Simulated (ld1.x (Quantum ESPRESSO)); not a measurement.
## Which change was made? (Zr, TM)

- Element: zirconium (Zr)
- Generator: ld1.x (Quantum ESPRESSO) 7.5
- Type: norm-conserving Troullier–Martins (Kleinman–Bylander form)
- Functional: PBE
- Relativity: scalar-relativistic
- Frozen core: [Ar] 3d10 4s2
- Valence charge: 10
- Reference configuration: 4p6 4d2 5s0 5p0 (charge +2)
- Partial waves: 4p (bound): rc 1.95 bohr; 4d (bound): rc 2.60 bohr; 5s (bound, empty): rc 2.80 bohr
- Local potential: the s channel
- Core correction: none

Cutoffs, loose and tight: the cutoffs (Ry, on a coarse ladder) from which the occupation-weighted sum of valence levels, in a spherical-Bessel basis at the reference potential, stays within 10 and 1 mRy of its value at 400 Ry. They do not see the model core or the augmentation charge, which bear on the density cutoff. Test errors are all-electron minus pseudo excitation energies from the reference, over the configurations 4p6 4d2 5s2 5p0; 4p6 4d2 5s1 5p0; 4p6 4d1 5s0 5p0; 4p6 4d2 5s1.5 5p0; 4p6 4d2.5 5s1.5 5p0; 4p6 4d2 5s1 5p1; 4p5 4d2 5s2 5p0; variants that change the core or the reference have their own tests.

The base gives: outcome: generated; cutoff, loose: 30 Ry; cutoff, tight: 40 Ry; bound ghosts: none; largest test error (meV): -447.

Task: After one change the result is: outcome: generated; cutoff, loose: 40 Ry; cutoff, tight: 80 Ry; bound ghosts: none; largest test error (meV): -378. Which change was it?
A. all radii scaled by about 1.18 (s 3.32, p 2.30, d 3.08 bohr)
B. all radii scaled by about 1.07 (s 3.00, p 2.10, d 2.80 bohr)
C. all radii scaled by about 0.85 (s 2.38, p 1.66, d 2.20 bohr)

Result: C. The others give: all radii scaled by about 1.07 (s 3.00, p 2.10, d 2.80 bohr) → outcome: generated; cutoff, loose: 25 Ry; cutoff, tight: 40 Ry; bound ghosts: none; largest test error (meV): -449 | all radii scaled by about 1.18 (s 3.32, p 2.30, d 3.08 bohr) → outcome: generated; cutoff, loose: 21 Ry; cutoff, tight: 35 Ry; bound ghosts: none; largest test error (meV): -443.
